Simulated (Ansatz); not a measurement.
Basis-set series for `CBNC`. Total charge 0; spin multiplicity 1. The geometry is a stationary point of PBE0-D4/def2-TZVP. It is one conformer, not always the lowest.

```
functional       basis  functions  energy (Eh)  HOMO (eV)  LUMO (eV)
   PBE0-D4    def2-SVP         96   -160.35826      -7.49       1.10
   PBE0-D4  def2-QZVPP        468   -160.54473      -7.59       0.67
   ωB97M-V    def2-SVP         96   -160.45342      -9.83       3.14
   ωB97M-V  def2-QZVPP        468   -160.65029      -9.93       1.65
```

(1) Give the rows for def2-TZVPP. (Estimate.)

## Answers

(1) The calculation gave: 
| functional | basis | functions | energy (Eh) | HOMO (eV) | LUMO (eV) |
| --- | --- | --- | --- | --- | --- |
| PBE0-D4 | def2-TZVPP | 236 | -160.53506 | -7.57 | 0.79 |
| ωB97M-V | def2-TZVPP | 236 | -160.64092 | -9.92 | 2.32 |

Positive LUMOs are unbound and depend on the basis.

All numbers were calculated with Ansatz.
